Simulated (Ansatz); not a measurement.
Cd₁₃H₃₄S₁₃⁺. Charge 1, multiplicity 2. Geometry PBE-D4/def2-SVP, that of the neutral singlet.

Cartesian coordinates in Å:
```
Cd -4.476 -3.449 1.007
S -2.157 -4.547 0.205
S -3.213 -1.688 2.871
Cd -3.936 -0.311 0.558
S -1.974 2.957 1.391
Cd -0.798 -2.691 -0.811
S 0.057 -2.672 -3.238
S -1.567 -0.306 -0.638
Cd -2.433 0.811 -2.857
Cd 0.948 5.022 0.613
S -0.342 3.592 -1.555
Cd -1.767 -1.435 -4.970
S 0.019 0.872 -4.199
Cd -1.405 -1.318 4.638
S -1.674 1.506 4.859
Cd 1.905 -2.729 3.030
S 1.541 -3.115 0.465
S 0.445 -0.642 2.749
Cd 0.098 1.069 0.614
Cd 2.223 3.080 3.908
S 1.832 2.730 1.246
Cd 3.713 -1.805 -0.598
S 2.117 -0.061 -1.366
Cd 1.941 -0.830 -4.016
Cd 3.456 3.638 -0.811
S 2.228 3.426 -4.282
H -4.552 -1.916 -0.120
H -5.655 -4.469 1.687
H -2.626 -5.063 -0.966
H -0.606 -4.484 2.922
H -4.316 -1.530 3.654
H -4.459 1.299 0.902
H -3.127 2.196 1.144
H -2.069 2.793 2.746
H 0.347 -3.940 -3.644
H 2.844 -3.873 -2.655
H -3.356 2.241 -2.936
H 0.276 6.534 0.938
H -1.228 4.357 -2.254
H 0.595 3.585 -2.571
H -2.891 -0.912 -3.666
H -1.412 -1.917 -6.551
H -0.093 1.175 -5.522
H -0.866 -2.030 6.083
H -1.652 1.729 6.203
H -0.275 1.723 4.730
H -0.452 -4.419 3.675
H 2.840 -3.543 4.166
H 1.778 -4.445 0.288
H 1.083 0.267 3.571
H 3.297 4.381 4.074
H 1.169 1.790 4.496
H 3.578 -4.108 -2.617
H 5.226 -2.480 -0.313
H 3.053 0.949 -1.435
H 3.362 -1.289 -4.819
H 2.796 5.249 -0.643
H 4.359 2.328 -1.417
H 3.258 4.315 -4.153
H 2.993 2.403 -3.812
```

In the def2 sets Cd takes a core potential; there is no spin–orbit coupling. Single mean-field runs in def2-TZVP are fitted with def2-universal-jkfit. At PBE-D4/def2-TZVP, B97M-V/def2-TZVP the gap within one spin of the charge 1 doublet nearly closes, so an electron or hole may be smeared out by delocalisation error. In the doublet geometry the species has come apart into loosely held pieces.

(1) Estimate the α-spin orbital energies around the gap (eV) in Ansatz with PBE-D4/def2-TZVP, B97M-V/def2-TZVP, PBE0-D4/def2-TZVP.

Answers

(1) 
| orbital | PBE-D4/def2-TZVP | B97M-V/def2-TZVP | PBE0-D4/def2-TZVP |
| --- | --- | --- | --- |
| HOMO−5 | -8.81 | -9.17 | -9.96 |
| HOMO−4 | -8.76 | -9.14 | -9.86 |
| HOMO−3 | -8.74 | -9.11 | -9.77 |
| HOMO−2 | -8.73 | -9.10 | -9.73 |
| HOMO−1 | -8.66 | -9.01 | -9.67 |
| HOMO | -8.64 | -9.00 | -9.51 |
| LUMO | -5.16 | -5.02 | -4.52 |
| LUMO+1 | -4.74 | -4.68 | -4.03 |
| LUMO+2 | -4.57 | -4.54 | -3.93 |
| LUMO+3 | -4.51 | -4.49 | -3.88 |
| LUMO+4 | -4.43 | -4.38 | -3.74 |
| LUMO+5 | -4.25 | -4.18 | -3.60 |
| β HOMO | -8.58 | -8.94 | -9.43 |
| β LUMO | -8.59 | -8.95 | -8.91 |
